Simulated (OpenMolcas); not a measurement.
## Pr³⁺: the spin-orbit constant, worked from levels

* Program: OpenMolcas 26.06
* Basis: ANO-R2 [8s6p3d3f1g]
* Scalar Hamiltonian: X2C, finite nucleus
* Active space: 2 electrons in 14 orbitals (4f 5f)
* State averaging: 2S+1 = 3 even, 21 roots; 2S+1 = 1 even, 27 roots
* Spin-orbit coupling: RASSI with atomic mean-field integrals over the reference wave functions, term energies averaged over their components

Methods: CASSCF; SS-CASPT2, IPEA 0.25 Eh, imaginary shift 0.1 Eh (closed shells correlated: 5s 5p). Measured levels: Martin, Zalubas and Hagan, Atomic Energy Levels: The Rare-Earth Elements, NSRDS-NBS 60 (1978).

**The spin-orbit constant.** For the Hund term ³H of f2, E(J) = (A/2) J(J+1) + constant and ζ = 2S·A = 2A. From J = 4 to J = 6 the energy changes by 11 A.

```tsv
Source	E(6) - E(4)	A	ζ
CASSCF	4736.1	430.6	861
SS-CASPT2	4739.1	430.8	862
measured	4389.1	399.0	798
```

All in cm-1. SS-CASPT2 is off by +8.0 % and CASSCF by +7.9 %. Both methods take the spin-orbit matrix elements from the reference wave functions, so the second can move ζ only through the term energies and any multistate remixing. Second-order mixing with other terms is absorbed into this ζ.

CASPT2 breaks the degeneracy within a term, and the mean is taken; among the terms shown or strongly mixed into the levels shown the widest spread is 39 cm-1 (4f² ³H, SS-CASPT2). Active for correlation alone: 5f; no level in the range computed is led by a configuration that fills it, so any true level of that kind is missing. Without dynamic correlation excited terms often stand tens of per cent too high (terms of higher spin than the ground term too low), and those without a measured partner can miss by more than the paired ones (holds for CASSCF). Measured partners are found by configuration, term and J. A level has none where our copy of the source lacks it or the pairing is in doubt (some pairs that miss far off the trend of their configuration count as doubtful), and it then counts in no deviation. Levels of configurations outside the active space are missing.
